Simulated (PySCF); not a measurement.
A PySCF script (with the pyscf-properties extension) for the NMR shieldings of `C1(=O)C[C@H](OC(C)C)OC1`, C7H12O3, on a PBE0-D3(BJ)/def2-SVP geometry:

```python
import basis_set_exchange as bse
import numpy as np
from pyscf import gto, dft
from pyscf.prop import nmr

atoms = """
C    -1.853926    0.388921    1.000444
C    -1.391830   -0.580993   -0.073872
C    -2.363051   -0.674635   -1.233401
O    -0.136895   -0.185054   -0.616093
C     0.993141   -0.690442    0.003141
C     2.196054   -0.258476   -0.816739
C     2.541273    1.081774   -0.197053
O     3.241349    1.943625   -0.650482
C     1.812789    1.122684    1.139421
O     1.213030   -0.138791    1.287445
H    -1.138063    0.413514    1.832573
H    -1.941119    1.402499    0.578340
H    -2.839151    0.092981    1.392063
H    -1.270776   -1.585734    0.378980
H    -2.004553   -1.394008   -1.983663
H    -3.357312   -0.993768   -0.887175
H    -2.464876    0.307263   -1.720827
H     0.900932   -1.779962    0.160460
H     1.990996   -0.173311   -1.890795
H     3.045490   -0.943531   -0.663445
H     2.514755    1.305808    1.967578
H     1.074511    1.946703    1.122921
"""
names = dict.fromkeys(["C", "O", "H"], "pcSseg-1")
basis = {el: gto.basis.parse(bse.get_basis(n, elements=[el], fmt="nwchem")) for el, n in names.items()}
mol = gto.M(atom=atoms, basis=basis, charge=0, verbose=0)
mf = dft.RKS(mol, xc="HYB_GGA_XC_MPW1PW")
mf.grids.level = 2
mf.grids.alignment = dft.numint.BLKSIZE   # the property module wants whole blocks of grid points
mf.conv_tol = 1e-9
mf.kernel()

calc = nmr.RKS(mf)   # GIAO
C = mf.mo_coeff
Co = C[:, mf.mo_occ > 0]
resp = mf.gen_response(singlet=True, hermi=2)
def vind(x):   # induced exchange potential for any number of trial vectors
    d = np.einsum("pi,xij,qj->xpq", C, 2 * x.reshape(-1, C.shape[1], Co.shape[1]), Co, optimize=True)
    return np.einsum("xpq,pi,qj->xij", resp(d - d.transpose(0, 2, 1)), C, Co, optimize=True).ravel()
mo1, _ = nmr.rhf.solve_mo1(calc, with_cphf=vind)
sigma = calc.kernel(mo1)
for i, s in enumerate(sigma):   # ppm
    w = np.linalg.eigvalsh((s + s.T) / 2)
    print("%2d %-2s iso %8.1f  s11 %8.1f  s22 %8.1f  s33 %8.1f" % (i, mol.atom_pure_symbol(i), w.mean(), *w))
```

Question: Give the expected output.

Answer: 
```
 0 C  iso    159.1  s11    142.6  s22    150.5  s33    184.1
 1 C  iso    108.2  s11     82.9  s22     85.6  s33    156.1
 2 C  iso    158.2  s11    138.5  s22    152.8  s33    183.2
 3 O  iso    212.7  s11    174.3  s22    219.5  s33    244.3
 4 C  iso     77.8  s11     54.9  s22     80.9  s33     97.6
 5 C  iso    137.6  s11    121.4  s22    135.2  s33    156.2
 6 C  iso    -34.5  s11   -108.8  s22    -56.2  s33     61.5
 7 O  iso   -313.9  s11   -925.0  s22   -406.0  s33    389.4
 8 C  iso    114.3  s11     98.2  s22    103.1  s33    141.5
 9 O  iso    244.5  s11    195.5  s22    220.4  s33    317.4
10 H  iso     29.2  s11     23.7  s22     30.0  s33     33.8
11 H  iso     30.3  s11     27.8  s22     28.4  s33     34.6
12 H  iso     30.4  s11     26.1  s22     28.1  s33     37.1
13 H  iso     27.9  s11     26.0  s22     27.3  s33     30.5
14 H  iso     30.0  s11     25.8  s22     28.1  s33     36.1
15 H  iso     30.5  s11     26.3  s22     28.1  s33     37.0
16 H  iso     30.1  s11     27.1  s22     28.5  s33     34.8
17 H  iso     26.1  s11     22.7  s22     25.8  s33     29.9
18 H  iso     29.1  s11     25.3  s22     29.0  s33     33.2
19 H  iso     29.0  s11     25.6  s22     26.6  s33     34.9
20 H  iso     27.6  s11     23.7  s22     26.1  s33     32.9
21 H  iso     27.4  s11     22.9  s22     27.6  s33     31.7
```

These numbers come from an equivalent density-fitted implementation of the same equations, which agrees with the script to about 0.01 ppm for H and up to a few tenths of a ppm for heavy atoms, so last digits may differ.

Question: Turn these shieldings into chemical shifts. δ = σ(ref) − σ, references computed at the same level: TMS for $^{13}$C (σ = 183.54 ppm), $^{1}$H (σ = 31.32 ppm); $^{17}$O (σ = 333.30 ppm) against H2O.

Answer: Averaging equivalent atoms: C 6: 218.0; C 4: 105.8; C 1: 75.3; C 8: 69.3; C 5: 45.9; C 2: 25.4; C 0: 24.5; O 7: 647.2; O 3: 120.6; O 9: 88.9; H 17: 5.19; H 21: 3.90; H 20: 3.74; H 13: 3.38; H 19: 2.28; H 18: 2.18; H 10/11/12: 1.36; H 14/15/16: 1.13 ppm. Unscaled 17O shifts of doubly bonded oxygen tend to come out too high, by tens of ppm or more. Experimental scales use liquid or dissolved standards, which lie at an offset from isolated H2O (liquid H2O: subtract about 36 ppm).

Size and cost of the density-fitted run: 230 basis functions, 30 s wall time on 1 thread of an AMD EPYC 9R45 96-Core, shared host; peak memory 1.4 GiB.
